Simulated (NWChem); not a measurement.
Species: C4H2ClF; SMILES C#C/C(Cl)=C\F

Results from NWChem. Pople sets run with spherical d functions. The geometry was optimised at B3LYP/6-31G* (spherical d).

For level PBE/3-21G:

- dipole (D) = 0.79

### Question
How do the values read with level PBE/6-31G* instead?

### Answer
| Item | Value |
|---|---|
| dipole (D) | 0.62 |
